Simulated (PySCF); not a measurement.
**Static response to an electric field**

C7H9N.
Geometry (PBE0-D3(BJ)/def2-SVP, Å), atoms numbered from 1 in this order:
```
atom  x, y, z in Å
C1    -2.7885    0.7262    0.2408
C2    -1.5215    0.9997    0.5788
C3    -0.3241    0.4442   -0.0558
C4    -0.5043   -0.5198   -1.1882
C5     0.8830    0.8210    0.4122
C6     2.2174    0.3560   -0.1166
C7     2.5057   -1.0445    0.1891
N8     2.7124   -2.1590    0.4222
H9    -3.0438    0.0361   -0.5676
H10   -3.6227    1.1891    0.7727
H11   -1.3344    1.6985    1.4020
H12    0.4471   -0.8638   -1.6117
H13   -1.0982   -0.0646   -1.9967
H14   -1.0525   -1.4126   -0.8477
H15    0.9183    1.5178    1.2551
H16    2.2827    0.4808   -1.2112
H17    3.0284    0.9656    0.3098
```

Level: CAM-B3LYP/def2-SVPD (PySCF), static field, nuclei fixed, core orbitals frozen in the response. The polarisability tensor in these axes (au):

```
x   125.84  -6.20   5.52
y    -6.20  80.62   5.02
z     5.52   5.02  70.17
```

Task: Give the principal values, the mean and the anisotropy Δα = √{½[(α1 − α2)² + (α2 − α3)² + (α1 − α3)²]}.

Result: Principal values 67.19, 82.36 and 127.09 au; mean 92.21 au = 13.66 Å³ = 15.20 × 10⁻⁴⁰ C²·m²/J; Δα = 53.94 au (58 % of the mean).

Task: What is the dipole moment, and where does it point?

Result: (-1.25, 3.53, -1.05) D, 3.89 D in size, pointing from the negative to the positive side. Measured along this direction, the outermost atoms are N8 at the negative end and H10 at the positive end.

Task: Refractivity n − 1 of an ideal gas of it at 298.15 K and 1 atm, from the electronic α?

Result: N = p/kT = 2.4615 × 10¹⁹ cm⁻³, so n − 1 = 2π × N × 13.66 × 10⁻²⁴ cm³ = 2113 × 10⁻⁶ at long wavelengths.

Task: What molar refraction does this α imply?

Result: Lorentz–Lorenz: R = (4π/3)N_A α = 2.5225 cm³/(mol·Å³) × 13.66 Å³ = 34.5 cm³/mol, in the limit of long wavelengths.

Task: Find the Langevin capture rate constant for H3O+ (19.018 u) meeting this molecule (107.073 u), k = 2.342 × 10⁻⁹ cm³/s × √(α in Å³ / reduced mass in u).

Result: The reduced mass is 16.15 u, so k = 2.15 × 10⁻⁹ cm³/s. The formula leaves out the permanent dipole, which adds to the capture rate.

Task: Along which axes do the principal values lie, and how far do the nuclei extend along each?

Result: Largest value along (0.99, -0.12, 0.09), where the nuclei span 6.65 Å; middle along (0.08, 0.91, 0.41), 3.73 Å; least along (-0.13, -0.40, 0.91), 2.55 Å. The response follows the extents in order.

Task: Give the eigenvalues of the traceless quadrupole moment Θ = ½Σq(3rr − r²1), origin at the centre of nuclear charge.

Result: -20.57, 6.91, 13.66 D·Å. The values depend on the origin, since the dipole doesn't vanish. The electronic extent ⟨r²⟩ about the same centre is 1242 bohr², a root-mean-square distance of 2.45 Å for the 58 electrons.

Geometry: PBE0-D3(BJ)/def2-SVP, one conformer, isolated molecule.

These values come from a run that also computed excited states. Cost: about 1.9 min of CPU time on one thread; the machine was shared, so the figure is rough.
